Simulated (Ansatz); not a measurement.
`[BH2][AlH][CH2]OC` + H₂O → `COCO` + `[BH2][AlH2]`  (formal hydrolysis of a C–Al bond)

Computed with Ansatz on PBE0-D4/def2-TZVP structures; ΔE is electronic, products minus reactants. CCSD(T)/CBS is the MP2 limit (def2-TZVPP, def2-QZVPP) plus CCSD(T) − MP2 in def2-TZVPP, frozen cores. This one scheme is used for every species. DFT in def2-TZVPP. One conformer a species, not always the lowest.

`[BH2][AlH][CH2]OC`:

Z-matrix (Å, degrees):
```
C
Al 1 2.005
O 1 1.429 2 112.3
H 1 1.093 2 112.8 3 119.5
H 1 1.104 2 110.3 3 -122.4
B 2 2.094 1 109.0 3 21.3
H 2 1.592 1 118.3 3 -161.5
C 3 1.373 1 114.0 2 -52.5
H 6 1.202 2 123.2 1 -89.1
H 6 1.202 2 121.6 1 91.0
H 8 1.097 3 113.7 1 -51.2
H 8 1.091 3 108.9 1 -174.7
H 8 1.136 3 112.0 1 69.7
```

H₂O:

```xyz
3

O    -0.331    0.161   -0.126
H     0.554    0.528   -0.179
H    -0.222   -0.689    0.305
```

`COCO`:

```xyz
10

C    -0.743   -1.026   -0.439
O    -0.006   -0.559    0.668
C     0.289    0.798    0.601
O     1.189    1.123   -0.418
H    -0.930   -2.087   -0.277
H    -1.705   -0.502   -0.519
H    -0.192   -0.895   -1.375
H     0.682    1.060    1.588
H    -0.613    1.386    0.389
H     2.030    0.701   -0.216
```

`[BH2][AlH2]`:

```xyz
6

B     0.120   -1.004    0.468
Al   -0.108    0.902   -0.421
H    -0.219   -2.020   -0.073
H     0.601   -1.161    1.557
H     1.042    1.526   -1.331
H    -1.435    1.757   -0.200
```

| level | ΔE (kJ/mol) |
| --- | --- |
| PBE0-D4 | 32.8 |
| B2PLYP | 16.3 |
| PBE0 | 27.0 |
| SCS-MP2/def2-TZVPP | 11.2 |
| CCSD(T)/def2-TZVPP | 19.1 |
| HF/def2-QZVPP | -34.1 |
| MP2/def2-QZVPP | 29.1 |
| MP2/CBS(def2) | 31.8 |

**Question.** What does CCSD(T)/CBS give? (Estimate.)

**Answer.** The calculation gave: +26.0 kJ/mol. The listed levels differ from it by 6.8, -9.7, 1.0, -14.8, -6.9, -60.1, 3.1, 5.8 kJ/mol.

Largest T1 diagnostic among the species: 0.014.

The D4 term adds +10.5 kJ/mol with B3LYP and +5.8 kJ/mol with PBE0; it sums over pairs of atoms, weighted by their polarisabilities, and B3LYP, whose exchange is more repulsive, gets the larger term. In def2-TZVPP, CCSD(T) changes the Hartree–Fock value by +53.9 kJ/mol (the triples alone add +8.2 kJ/mol) and MP2 by +59.8 kJ/mol.

B3LYP here is the variant with VWN-RPA as its local correlation; programs differ in this.
